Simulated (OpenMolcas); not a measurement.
**Fe3+ in a point-charge field**

Fe3+ among 6 point charges of -1.2 e arranged as a tetragonal octahedron (D4h), 2.05 Å from the ion, with the axial distance 2.378 Å.
```
   2.0500    0.0000    0.0000  -1.20
   0.0000    2.0500    0.0000  -1.20
  -2.0500    0.0000    0.0000  -1.20
   0.0000   -2.0500    0.0000  -1.20
   0.0000    0.0000    2.3780  -1.20
   0.0000    0.0000   -2.3780  -1.20
```

- Program: OpenMolcas 26.06
- Method: CASSCF
- Basis: ANO-RCC-VDZP [5s4p2d1f]
- Scalar Hamiltonian: DKH2, point nucleus
- Active space: 5 electrons in 5 orbitals (3d)
- State averaging: 2S+1 = 6 even, 1 root; 2S+1 = 4 even, 24 roots; 2S+1 = 2 even, 75 roots
- Spin-orbit coupling: state interaction with AMFI integrals over the reference wave functions

The lowest spin-free states (labels of D4, the rotations of D4h), above the lowest:

```tsv
State	Degeneracy	E (cm-1)	Free-ion L (%)
6A1	1	0.0	S (100)
4E	2	36948	G (96)
4A2	1	37021	G (93)
4E	2	37176	G (99)
4B1	1	37217	G (100)
4B2	1	37246	G (100)
4A1	1	37289	G (100)
4A1	1	37476	G (100)
4E	2	42915	P (85)
4A2	1	43628	P (93)
4B1	1	46134	D (99)
4B2	1	46204	D (100)
4E	2	46555	D (88)
4A1	1	46582	D (100)
2B2	1	52679	I (96)
2E	2	52764	I (97)
2B1	1	52867	I (97)
2A2	1	52921	I (98)
2E	2	52948	I (99)
2A1	1	52975	I (100)
```

The lowest levels with spin-orbit coupling:

| E (cm-1) | Degeneracy | Label | 2S+1 | g |
| --- | --- | --- | --- | --- |
| 0.0 | 2 | E1/2 | 6 | 2.00 6.01 6.01 |
| 0.1 | 2 | E3/2 | 6 | 0.01 0.01 6.01 |
| 0.2 | 2 | E3/2 | 6 | 0.01 0.01 10.01 |
| 36917 | 2 | E3/2 | 4 | 1.67 3.50 3.50 |
| 36933 | 2 | E1/2 | 4 | 0.55 4.32 4.32 |
| 36937 | 2 | E3/2 | 4 | 0.94 3.40 3.40 |
| 36944 | 2 | E1/2 | 4 | 3.23 3.23 3.99 |
| 37016 | 2 | E3/2 | 4 | 0.03 0.03 5.07 |
| 37044 | 2 | E1/2 | 4 | 1.79 3.13 3.13 |
| 37151 | 2 | E3/2 | 4 | 2.30 2.44 2.44 |
| 37162 | 2 | E3/2 | 4 | 2.54 3.33 3.33 |
| 37163 | 2 | E1/2 | 4 | 0.33 0.33 3.20 |
| 37202 | 2 | E1/2 | 4 | 1.95 1.95 7.24 |
| 37212 | 2 | E1/2 | 4 | 1.73 1.95 1.95 |
| 37217 | 2 | E3/2 | 4 | 0.27 2.63 2.63 |
| 37247 | 2 | E3/2 | 4 | 3.61 3.61 4.29 |
| 37268 | 2 | E1/2 | 4 | 0.02 0.02 9.62 |
| 37285 | 2 | E1/2 | 4 | 1.91 4.14 4.14 |
| 37294 | 2 | E3/2 | 4 | 0.04 0.04 6.05 |
| 37468 | 2 | E3/2 | 4 | 0.00 0.00 6.36 |

Powder χT (cm3 K/mol): 4.38 at 2 K, 4.39 at 10 K, 4.39 at 50 K, 4.39 at 100 K, 4.39 at 200 K, 4.39 at 300 K. The effective moment at 300 K is 2.828 √(χT) = 5.92 μB.

The lowest level has 2S+1 = 6, for which the spin-only value is χT = S(S+1) / 2 = 4.375 cm3 K/mol (g = 2). The computed 4.386 at 300 K differs by +0.011, little more than the free-electron g of 2.0023 accounts for.

Without dynamic correlation the repulsion within the d shell is too large (B by tens of per cent), so at a given field states of lower spin stand too high. This is an electrostatic model: the charges have no orbitals. No measured value stands beside these numbers.
